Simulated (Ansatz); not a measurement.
An input meant for TiO₄H₄⁻, that is Ti(OH)4 with one electron more (charge -1, doublet; atoms displaced at random, 0.15 Å in each coordinate).

```yaml
crystal:
  periodic: [false, false, false]
  atoms:
    - {symbol: Ti, position_ang: [-0.129306, -0.125758, -0.245595]}
    - {symbol: O, position_ang: [-0.279602, 0.014949, 1.562722]}
    - {symbol: H, position_ang: [-0.396930, 0.925390, 2.308535]}
    - {symbol: O, position_ang: [1.926399, 0.010411, -0.209248]}
    - {symbol: H, position_ang: [2.491723, 0.143795, 0.022939]}
    - {symbol: O, position_ang: [-0.920381, 1.552639, -0.973191]}
    - {symbol: H, position_ang: [-1.395372, 1.513910, -1.293525]}
    - {symbol: O, position_ang: [-0.796189, -1.570012, -0.726725]}
    - {symbol: H, position_ang: [-0.400356, -1.793398, -1.339555]}
basis:
  gaussian: {orbitals: def2-mTZVPP, final_grid: {core_spheres: 1, valence_spheres: 1, degree: 3}}
total_charge: -1
magnetization: {spin_polarized: true, initial_magnetization: 1}
hamiltonian: {xc: {name: r2SCAN}}
```

```sh
$ ansatz run in.yaml --threads 4 --pin off --events-out ev --progress --plain --max-ram 3916MiB
```

Shortened log:

```
Functional definition: r2SCAN
1178 factors; their error is unknown
mean field evaluation 1: about -31333.0584 eV, gradient 7.5e1 eV
mean field evaluation 2: about -31032.5573 eV, gradient 2.9e2 eV
mean field evaluation 4: about -31340.7347 eV, gradient 5.3e1 eV
mean field evaluation 8: about -31350.6211 eV, gradient 1.7e0 eV
mean field evaluation 16: about -31504.5695 eV, gradient 3.8e1 eV
mean field evaluation 32: about -31575.5314 eV, gradient 6.5e-1 eV
mean field evaluation 64: about -31575.6818 eV, gradient 4.5e0 eV
mean field evaluation 96: about -31556.0181 eV, gradient 4.4e1 eV
a density is far from that of the atoms, so the factors are made again for it
1593 factors; integrals over basis functions are off by at most 1.0e-3 eV
mean field evaluation 128: about -31315.1570 eV, gradient 2.3e2 eV
mean field -31578.55061743 eV, -1160.4903304803 hartree, gradient 2.6e-5 eV, S^2 4.167405; 0 other end points of the search recorded, 0 dependent functions left out
reference -31578.55072837 eV, -1160.4903345571 hartree; 30, 29 occupied and 119, 120 virtual orbitals, 1593 factors
Total energy: -31578.55072837 eV, -1160.4903345571 hartree
```

In this input the integration grid is far too coarse. Self-consistency was reached. The result belongs to that input, not to the species as meant.

The highest occupied level of an anion often lies above zero with these methods, and sets without diffuse functions describe the outer electron poorly. The charge -1 doublet is spin-contaminated (final ⟨S²⟩ up to 4.17, 0.75 for a pure state).
